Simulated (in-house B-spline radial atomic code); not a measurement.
Ga⁺. Computed with a B-spline radial atomic code. Model: non-relativistic spherical atom: semilocal Troullier-Martins pseudo-atom, one channel per l, against all electrons, high spin, G0W0 and RPA with empty states to l = 8, local potential for every l without a channel, a model core (radius 0 = none) keeps its share of the functional.

What the tables leave out is listed at the end.

The pseudopotential gives back the lowest level of each angular momentum of its own functional in the configuration it was made in; a second state of the same l is only approximately right. Exact exchange, RPA and GW see the smooth pseudo-orbitals and miss the exchange with the core, for which the functional's share stands in. The column with an uncorrelated core keeps all orbitals and exact exchange, and so separates missing core correlation from pseudisation. Only the three outermost levels and the lowest empty one were computed. RPA here is direct RPA, with no exchange kernel, and its energies carry an (l + 1/2)⁻⁴ tail. A hybrid on a potential with a model core restores only its own semilocal share of the core's exchange.

Command:
```bash
python run_psgw.py task.json out
```
Settings (lengths in bohr, energies in hartree):
```
Z                      31
electrons              30
configuration          [Ar] 3d10 4s2
generated_in           [Ar] 3d10 4s2
functional             pbe,pbe
core_shells            5
radius_factor          1
core_correction        False
ion_configuration      [Ar] 3d10 4s1
```

Run time, properties included: 64 s on 1 thread of Arm Neoverse N1 (shared host).

Given: made with PBE; model core radius 0 bohr; local radius 1.707 bohr; mean-field start PBE.

Valence shells of the generating configuration: 3d, 4s.

Channel: s 1.876, p 2.339, d 1.596 (radii in bohr).

Computed: largest level miss in the spin-unpolarised generating configuration 0 eV; valence RPA correlation energy all-electron orbitals -0.78181 hartree; valence RPA correlation energy pseudo -1.0011 hartree; all-electron RPA polarisability, core included 14.799 bohr³; ionisation by mean-field all-electron 20.427 eV; ionisation by RPA all-electron 20.593 eV; ionisation by RPA pseudo minus all 0.823 eV.

```csv
level,occupied,mean-field all-electron (eV),mean-field pseudo minus all (eV),G0W0 all-electron (eV),G0W0 uncorrelated core minus all (eV),G0W0 pseudo minus all (eV),exchange self-energy all-electron (eV),exchange self-energy pseudo (eV)
4s,1,-16.039,0,-20.482,-0.045,-0.426,-14.318,-12.939
4p (empty),0,-9.0913,0,-6.162,-0.029,-0.165,-3.9288,-3.376
```

What is the ionisation by mean-field pseudo minus all?

-0.045 eV.

What is the pseudo-atom RPA polarisability?

14.791 bohr³.

Given: mean-field start PBE0.

Computed: valence RPA correlation energy all-electron orbitals -0.73897 hartree; pseudo-atom RPA polarisability 13.176 bohr³; ionisation by mean-field all-electron 20.095 eV; ionisation by mean-field pseudo minus all 0.178 eV; ionisation by RPA all-electron 20.417 eV; ionisation by RPA pseudo minus all 0.83 eV.

| level | occupied | mean-field all-electron (eV) | mean-field pseudo minus all (eV) | G0W0 all-electron (eV) | G0W0 uncorrelated core minus all (eV) | G0W0 pseudo minus all (eV) | exchange self-energy all-electron (eV) | exchange self-energy pseudo (eV) |
| --- | --- | --- | --- | --- | --- | --- | --- | --- |
| 4s | 1 | -16.922 | -0.18 | -20.399 | -0.039 | -0.59 | -14.087 | -12.972 |
| 3d | 1 | -31.403 | 1.497 | -37.068 | -0.291 | 5.011 | -57.677 | -35.958 |
| 4p (empty) | 0 | -8.2048 | -0.145 | -6.1214 | -0.024 | -0.164 | -3.6334 | -3.2962 |

What is the all-electron RPA polarisability, core included?

13.449 bohr³.

What is the valence RPA correlation energy pseudo?

-0.97022 hartree.

Given: mean-field start Hartree-Fock.

Computed: valence RPA correlation energy all-electron orbitals -0.64117 hartree; all-electron RPA polarisability, core included 11.323 bohr³; pseudo-atom RPA polarisability 10.548 bohr³; ionisation by mean-field pseudo minus all 0.684 eV; ionisation by RPA all-electron 19.993 eV; ionisation by RPA pseudo minus all 0.891 eV.

```tsv
level	occupied	mean-field all-electron (eV)	mean-field pseudo minus all (eV)	G0W0 all-electron (eV)	G0W0 uncorrelated core minus all (eV)	G0W0 pseudo minus all (eV)	exchange self-energy all-electron (eV)	exchange self-energy pseudo (eV)
4s	1	-18.723	-0.712	-20.129	-0.023	-0.989	-13.278	-12.894
3d	1	-40.684	6.291	-38.202	-0.386	3.953	-58.21	-35.53
4p (empty)	0	-5.304	-0.372	-6.0565	-0.012	-0.241	-2.6072	-2.792
```

What is the valence RPA correlation energy pseudo?

-0.89198 hartree.

What is the ionisation by mean-field all-electron?

18.449 eV.

Among the listed levels the largest G0W0 shift of the pseudo-atom is +5.01 eV, for 3d on the PBE0 start, while leaving the core uncorrelated moves that level by -0.29 eV. So pseudisation and the lost core exchange, not the missing core correlation, make the error. Not in the tables (levels of low weight, unsolved or above zero; the highest and the empty levels are kept at any weight): on PBE the G0W0 levels 3d (pseudo minus all +4.98 eV, weights 0.41 and 0.66).
